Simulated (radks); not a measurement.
Spherical jellium clusters: N electrons in a uniform positive sphere of charge N and radius rs N^(1/3), rs = 2.45 bohr. Method: non-relativistic Kohn-Sham, LDA (Slater exchange, Perdew-Wang correlation), spin-polarised, spherical densities; computed with a radial shooting solver with Libxc functionals. Levels are named by radial order and angular momentum (1s, 1p, 1d, 2s, ...), and open shells are averaged over m. Each electron was tried in the lowest free levels, single moves between levels near the top were tried too, and the lowest total energy was kept; such a search can miss a lower state. Energies include the self-energy of the background; IP and EA are vertical (highest electron removed, lowest free level filled), at fixed background; spill-out counts the electrons outside the background radius R, and alpha is the static dipole polarisability from linear response (closed shells only). A dash means not computed or, for alpha, an open shell; in EA it means that no bound solution was reached, which is typical of self-interaction and does not show that the anion is unstable. Real open-shell clusters deform, which this model forbids.

N,open shells,2S,E/N (eV),E(N+1) + E(N-1) - 2E(N) (eV),IP (eV),EA (eV),-e(HOMO) (eV),spill-out (e),alpha/R^3
1,"1s(up 1, down 0)",1,-0.344,-,-,-,3.976,0.56,-
2,none,0,-1.142,2.329,7.558,-,4.617,0.79,2.227
3,"1p(up 1, down 0)",1,-0.631,-0.979,4.614,-,2.392,1.20,-
4,"1p(up 2, down 0)",2,-0.621,-0.891,5.698,-,3.323,1.47,-
5,"1p(up 3, down 0)",3,-0.793,0.336,6.376,-,3.975,1.66,-
6,"1p(up 3, down 1)",2,-0.851,-0.734,5.801,-,3.631,1.85,-
7,"1p(up 3, down 2)",1,-0.998,-0.564,6.400,2.154,4.198,2.00,-
8,none,0,-1.178,2.744,6.813,-,4.618,2.13,1.809
9,"1d(up 1, down 0)",1,-1.014,-0.465,3.929,-,2.062,2.39,-
10,"1d(up 2, down 0)",2,-0.929,-0.441,4.461,-,2.575,2.60,-
11,"1d(up 3, down 0)",3,-0.899,-0.403,4.886,-,2.995,2.78,-
12,"1d(up 4, down 0)",4,-0.908,-0.363,5.235,-,3.348,2.93,-
13,"1d(up 5, down 0)",5,-0.943,0.350,5.528,-,3.650,3.06,-
14,"1d(up 5, down 0) 2s(up 1, down 0)",6,-0.949,-0.070,5.102,-,3.383,3.35,-
15,"1d(up 5, down 2)",3,-0.958,-0.474,5.281,1.804,3.500,3.33,-
16,"1d(up 5, down 3)",2,-0.996,-0.289,5.555,2.083,3.780,3.45,-
17,"1d(up 5, down 4)",1,-1.046,-0.257,5.788,2.328,4.022,3.55,-
18,none,0,-1.105,0.244,5.989,2.183,4.234,3.65,1.616
19,"2s(up 1, down 0)",1,-1.145,0.215,5.688,2.098,4.002,3.87,-
20,none,0,-1.170,1.655,5.504,-,3.873,4.11,1.675
21,"1f(up 1, down 0)",1,-1.114,-0.257,3.907,-,2.312,4.27,-
22,"1f(up 2, down 0)",2,-1.075,-0.242,4.155,-,2.566,4.40,-
23,"1f(up 3, down 0)",3,-1.050,-0.227,4.377,-,2.793,4.52,-
24,"1f(up 4, down 0)",4,-1.036,-0.213,4.576,-,2.999,4.64,-
25,"1f(up 5, down 0)",5,-1.032,-0.200,4.757,1.668,3.186,4.74,-
26,"1f(up 6, down 0)",6,-1.036,-0.187,4.921,1.844,3.358,4.83,-
27,"1f(up 7, down 0)",7,-1.046,0.472,5.071,-,3.516,4.92,-
28,"1f(up 7, down 1)",6,-1.039,-0.200,4.561,1.586,3.051,5.03,-
29,"1f(up 7, down 2)",5,-1.040,-0.186,4.739,1.772,3.234,5.12,-
30,"1f(up 7, down 3)",4,-1.046,-0.174,4.900,1.943,3.401,5.21,-
31,"1f(up 7, down 4)",3,-1.058,-0.163,5.047,2.101,3.555,5.30,-
32,"1f(up 7, down 5)",2,-1.074,-0.152,5.182,2.248,3.696,5.38,-
33,"1f(up 7, down 6)",1,-1.094,-0.143,5.307,2.385,3.828,5.46,-
34,none,0,-1.116,-,5.422,1.937,3.950,5.54,1.478

All shells are closed at N = 2, 8, 18, 20, 34 (there: 1s2 1p6 1d10 2s2 1f14); the second difference of the energy has clear peaks (12 % above both neighbours; the first and last values, which can be the largest, are not judged, and half-filled shells can peak too) at N = 5, 8, 13, 18, 20, 27.
